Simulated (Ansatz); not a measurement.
SiSn4. Total charge 0; singlet. Geometry PBE-D4/def2-SVP; atoms count from 1.

Cartesian coordinates in Å:
```
Si -0.256 0.957 -0.675
Sn 2.081 0.112 -1.242
Sn -0.547 -1.700 -0.814
Sn -2.124 0.177 1.019
Sn 0.846 0.454 1.712
```

In the def2 sets Sn takes a core potential; there is no spin–orbit coupling. The restricted singlet is unstable towards broken spin symmetry in Hartree–Fock (as tested in another run); at PBE0-D4/def2-TZVP this wasn't settled. Another isomer (singlet) lies 0.52 eV lower at PBE0-D4/def2-TZVP; other spin states weren't run for this one.

Estimate the Mulliken populations from the PBE0/def2-TZVP orbitals of Ansatz.


```json
{"atom": "Si1", "charge (e)": "-0.34"}
{"atom": "Sn2", "charge (e)": "0.09"}
{"atom": "Sn3", "charge (e)": "0.11"}
{"atom": "Sn4", "charge (e)": "0.04"}
{"atom": "Sn5", "charge (e)": "0.11"}
```
Mulliken values and Mayer orders depend strongly on the basis.

And the Mayer bond orders between bonded heavy atoms (over 0.3)?

Si1–Sn2 1.04 (2.55 Å); Si1–Sn3 0.84 (2.68 Å); Si1–Sn4 0.85 (2.64 Å); Si1–Sn5 0.84 (2.68 Å); Sn2–Sn3 0.60 (3.22 Å); Sn2–Sn5 0.60 (3.22 Å); Sn3–Sn4 0.72 (3.06 Å); Sn4–Sn5 0.72 (3.06 Å). Values over 0.3 also appear between atoms too far apart for a bond (Sn2–Sn4 0.43 at 4.77 Å; Sn3–Sn5 0.33 at 3.60 Å); they arise where an orbital or an unpaired electron spreads over both atoms.
